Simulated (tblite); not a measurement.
Species: C5H7FNO (doublet state).
Numbering: `[F:1][CH2:2][O:3][C@H:4]1[CH:5]=[N:6][CH:7][CH2:8]1` (hydrogens: H9, H10 on C2; H11 on C4; H12 on C5; H13 on C7; H14, H15 on C8)

The geometry is computed with GFN2-xTB (gas phase). This method treats the open shell by occupation alone, without spin polarisation.

(1) List the bond lengths, angles and torsions at this level.

Answers

(1) 
| bond | length (Å) | order |
| --- | --- | --- |
| F1–C2 | 1.381 | single |
| C2–O3 | 1.360 | single |
| O3–C4 | 1.427 | single |
| C4–C5 | 1.510 | single |
| C5=N6 | 1.313 | double |
| N6–C7 | 1.314 | single |
| C7–C8 | 1.497 | single |
| C4–C8 | 1.542 | single |
| C2–H9 | 1.104 | single |
| C2–H10 | 1.095 | single |
| C4–H11 | 1.104 | single |
| C5–H12 | 1.072 | single |
| C7–H13 | 1.074 | single |
| C8–H14 | 1.093 | single |
| C8–H15 | 1.091 | single |

Orders are formal, as drawn. A selection of angles:
| angle | degrees |
| --- | --- |
| F1–C2–O3 | 112.0 |
| F1–C2–H9 | 105.2 |
| F1–C2–H10 | 106.6 |
| O3–C2–H9 | 113.4 |
| O3–C2–H10 | 107.9 |
| H9–C2–H10 | 111.6 |
| C2–O3–C4 | 115.6 |
| O3–C4–C5 | 110.1 |
| O3–C4–C8 | 114.6 |
| O3–C4–H11 | 108.3 |
| C5–C4–C8 | 101.5 |
| C5–C4–H11 | 110.6 |
| C8–C4–H11 | 111.6 |
| C4–C5–N6 | 113.2 |
| C4–C5–H12 | 124.4 |
| N6–C5–H12 | 122.3 |
| C5–N6–C7 | 109.7 |
| N6–C7–C8 | 113.6 |
| N6–C7–H13 | 121.4 |
| C8–C7–H13 | 124.9 |
| C7–C8–H14 | 110.9 |
| C7–C8–H15 | 112.4 |
| C4–C8–C7 | 101.8 |
| C4–C8–H14 | 110.5 |
| C4–C8–H15 | 113.5 |
| H14–C8–H15 | 107.6 |

Torsions: F1–C2–O3–C4 70° (synclinal); C2–O3–C4–C5 164° (antiperiplanar); O3–C4–C5–N6 125° (anticlinal); C4–C5–N6–C7 -1° (synperiplanar); C5–N6–C7–C8 -2° (synperiplanar); N6–C7–C8–C4 3° (synperiplanar); O3–C4–C8–C7 -122° (anticlinal).

The 2 C–O bonds span 1.360 Å (C2–O3, drawn single) to 1.427 Å (O3–C4, drawn single), a spread of 0.067 Å. The 3 C–C bonds span 1.497 Å (C7–C8, drawn single) to 1.542 Å (C4–C8, drawn single), a spread of 0.045 Å. C5 (carbon bonded to C, N and H) is planar (angles 124.4°, 122.3° and 113.2°, sum 360.0°, 0.01 Å off the plane of its three neighbours). C7 (carbon bonded to C, N and H) is planar (angles 124.9°, 121.4° and 113.6°, sum 360.0°, 0.01 Å off the plane of its three neighbours). Of the pairs four or more bonds apart, H9···H11 is among the closest relative to their van der Waals radii: 2.26 Å, 94 % of the sum of Bondi's values. The 5-membered ring C4–C5–N6–C7–C8 has internal angles of 101.5° to 113.6° (sum 540°, against 540° for a flat polygon); it is almost planar, 0.02 Å rms from its mean plane, widest ring torsion 4°. N6 (nitrogen bonded to 2 C) is bent (angle 109.7°).

Point group: C1 (no symmetry element, even within 0.4 Å). Its GFN2-xTB frequencies are all real (lowest 57 cm⁻¹). 3 starts were optimised and ended at 0.00, 0.19 and 1.24 kcal/mol (GFN2-xTB); the lowest of these is shown.

One conformer stands for the species.
